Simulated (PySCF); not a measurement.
PySCF 2.14 output of an unrestricted wB97X-V calculation on a single atom or ion in def2-TZVPPD with the def2 core potential (28 electrons) (6s4p3d2f1g, 56 functions), with scalar relativity through the core potential:

```
SCF conv_tol = 1e-09
number electrons alpha = 8  beta = 4
    N. Mardirossian and M. Head-Gordon.,  Phys. Chem. Chem. Phys. 16, 9904-9924 (2014)
cycle= 1 E= -56.5168935469348  delta_E= -0.00293  |g|= 0.0142  |ddm|= 0.232
cycle= 2 E= -56.5170340376534  delta_E= -0.00014  |g|= 0.00417  |ddm|= 0.0392
cycle= 3 E= -56.5170462215849  delta_E= -1.22e-05  |g|= 0.00104  |ddm|= 0.0196
cycle= 4 E= -56.5170479381471  delta_E= -1.72e-06  |g|= 0.000193  |ddm|= 0.00851
cycle= 5 E= -56.517048037142  delta_E= -9.9e-08  |g|= 9.9e-06  |ddm|= 0.0032
cycle= 6 E= -56.5170480372467  delta_E= -1.05e-10  |g|= 7.73e-07  |ddm|= 8.54e-05
converged SCF energy = -56.5170480372467  <S^2> = 6.0013055  2S+1 = 5.0005222
```

The run itself started from symmetry-adapted Hartree-Fock orbitals and held the occupation by maximum overlap, on a logarithmic radial grid, so the iterations belong to that start.

Which element, charge and spin multiplicity is this?

Nb⁺ (niobium, charge +1), multiplicity 5; the state was [Kr] 4d3 5s1, high-spin 5F determinant (an excited configuration).

Energies and moments cover only the electrons outside the core potential.
